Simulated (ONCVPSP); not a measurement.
## arsenic ONCV: all-electron and pseudo phase curves

arsenic (As), optimised norm-conserving Vanderbilt (ONCV), made with ONCVPSP 4.0.1 (LDA (Perdew-Zunger), scalar-relativistic). Core [Ar], reference 3d10 4s1.5 4p3.5. Waves: 4s: rc 1.45 bohr, ncon 3, nbas 7, qcut 4.5 1/bohr, 3 projectors, debl 2.4 Ha; 4p: rc 2.05 bohr, ncon 4, nbas 7, qcut 4.4 1/bohr, 2 projectors, debl 3 Ha; 3d: rc 1.05 bohr, ncon 4, nbas 8, qcut 11.6 1/bohr, 2 projectors, debl 2.1 Ha; f scattering state at 0.24 Ha: rc 2.15 bohr, ncon 4, nbas 9, qcut 5.6 1/bohr, 1 projector. Local part: polynomial inside 0.85 bohr (lpopt 5, dvloc0 6 Ha). Core correction: Teter function, parameters optimised by the program.

The phase is arctan(r·R′/R) of the radial function R(r), unwrapped; energies in Ha, scanned from -3 to 5 Ha. A pole is an energy at which the radial function vanishes at the test radius. The pseudo phase is shifted by a multiple of π to meet the all-electron one at the reference energy, and phase errors are pseudo minus all-electron; the curves can meet again beyond the range given. Levels narrower than the energy grid can be missing from the lists of poles.

| channel | radius (bohr) | reference energy (Ha) | poles, all-electron | poles, pseudo | unbroken range about the reference energy with phases within 0.05 rad | phase error 1 Ha above the reference energy (rad) |
| --- | --- | --- | --- | --- | --- | --- |
| s | 1.47 | -0.56 | 3.78 | 3.78 | the whole range | +0.000 |
| p | 2.09 | -0.21 | 1.20 | 1.19 | the whole range | -0.001 |
| d | 1.07 | -1.53 | -0.50 | -0.50 | the whole range | +0.000 |
| f | 2.19 | 0.24 | 3.01 | 3.08 | below 4.2 | +0.007 |

Note: no bound ghost flagged; GHOST(+) flagged for s at 117.9 eV, p at 169.3 eV.

Phases in the d channel:

```csv
E (Ha),all-electron,pseudo
-2.98,0.370,0.370
-2.54,-0.138,-0.138
-2.10,-0.725,-0.725
-1.66,-1.127,-1.127
-1.22,-1.358,-1.358
-0.78,-1.503,-1.503
-0.34,-1.604,-1.604
0.10,-1.684,-1.684
0.54,-1.754,-1.754
0.98,-1.820,-1.820
1.42,-1.887,-1.887
1.86,-1.962,-1.962
2.30,-2.049,-2.049
2.74,-2.157,-2.156
3.18,-2.298,-2.296
3.62,-2.487,-2.483
4.06,-2.740,-2.733
4.50,-3.056,-3.044
4.94,-3.391,-3.376
```
